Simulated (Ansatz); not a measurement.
Consider the redistribution: `F[SiH2]S[SiH2]Cl` + `[CH3][Al]([CH3])[CH2]O` → `C[SiH2]S[SiH2]Cl` + `[CH3][Al]([F])[CH2]O`.

Program: Ansatz. Geometries: PBE0-D4/def2-TZVP. ΔE: electronic, gas phase. CCSD(T)/CBS is the MP2 limit (def2-TZVPP, def2-QZVPP) plus CCSD(T) − MP2 in def2-TZVPP, frozen cores. DFT in def2-TZVPP. B3LYP here is the variant with VWN-RPA as its local correlation; programs differ in this. One conformer a species, not always the lowest.

`F[SiH2]S[SiH2]Cl`:

Cartesian coordinates in Å:
```
F 0.343 -1.086 -2.233
Si 1.164 -0.551 -0.974
S 0.456 1.359 -0.374
Si -1.147 0.692 0.858
Cl -0.503 0.197 2.740
H 0.987 -1.535 0.116
H 2.573 -0.384 -1.386
H -1.778 -0.512 0.277
H -2.094 1.820 0.977
```

`[CH3][Al]([CH3])[CH2]O`:

```xyz
14

C     0.867    0.011    1.686
Al   -0.038    0.255   -0.035
C    -0.449    2.023   -0.761
C    -0.499   -1.394   -1.028
O    -0.345   -2.617   -0.301
H     1.011    0.951    2.225
H     0.307   -0.665    2.341
H     1.859   -0.438    1.554
H    -0.852    1.990   -1.776
H     0.440    2.662   -0.773
H    -1.185    2.535   -0.131
H     0.049   -1.448   -1.984
H    -1.555   -1.342   -1.326
H     0.390   -2.523    0.308
```

`C[SiH2]S[SiH2]Cl`:

```xyz
12

C     2.139   -0.711    0.872
Si    0.325   -0.474    0.530
S     0.151    1.194   -0.823
Si   -1.943    1.143   -1.120
Cl   -2.521   -0.357   -2.400
H     2.569    0.187    1.321
H     2.282   -1.544    1.565
H     2.681   -0.932   -0.049
H    -0.429   -0.164    1.773
H    -0.276   -1.679   -0.098
H    -2.329    2.433   -1.731
H    -2.649    0.904    0.160
```

`[CH3][Al]([F])[CH2]O`:

```xyz
11

C     0.601   -1.565    0.705
Al    0.889    0.201   -0.051
F     2.437    0.750   -0.264
C    -0.584    1.393   -0.597
O    -1.851    0.961   -0.083
H     0.207   -2.257   -0.047
H    -0.133   -1.531    1.516
H     1.524   -1.998    1.096
H    -0.411    2.384   -0.162
H    -0.634    1.573   -1.681
H    -2.045    0.089   -0.433
```

```tsv
level	ΔE (kJ/mol)	difference from CCSD(T)/CBS
PBE-D4	-65.0	-1.2
r2SCAN-D4	-63.6	0.2
PBE0-D4	-64.7	-0.9
B3LYP-D4	-65.2	-1.4
ωB97X-V	-63.7	0.1
B2PLYP	-64.8	-1.0
PBE	-64.1	-0.3
r2SCAN	-63.4	0.4
HF/CBS(def2)	-61.3	2.5
MP2/CBS(def2)	-66.0	-2.2
CCSD(T)/CBS	-63.8	0
```

Largest T1 diagnostic among the species: 0.011.

CCSD(T)/CBS has its own doubt, a few kJ/mol and more with outer-core shells, so smaller differences from it don't rank the levels.
